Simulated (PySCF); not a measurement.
dimethyl telluride (C2H6Te), SMILES C[Te]C. Coordinates come from a PBE-D3(BJ)/def2-SVP optimisation. The def2 effective core potentials stand for the cores of Te; spin–orbit coupling is left out.

Computed with PySCF with PBE-D3(BJ)/def2-SVP.

Harmonic wavenumbers (cm⁻¹): 109, 120, 163, 510, 514, 753, 785, 818, 860, 1181, 1199, 1378, 1386, 1388, 1394, 2991, 2994, 3113, 3114, 3114, 3118. Rotational constants (GHz): 8.057, 5.860, 3.551; symmetry number 2.

**Question.** Work out the zero-point energy and the ideal-gas rigid-rotor harmonic-oscillator thermochemistry at 298.15 K and 1 atm.

**Answer.** ZPE = ½ Σ hcν = ½ × 31002 cm⁻¹ = 185.43 kJ/mol. H − E(el) = 202.82 kJ/mol. Entropy in J/(mol K): translation 171.86, rotation 99.11, vibration 46.64, total 317.60. G − E(el) = 108.13 kJ/mol. Cp = 82.06 J/(mol K). Modes under 150 cm⁻¹ make the vibrational entropy uncertain.
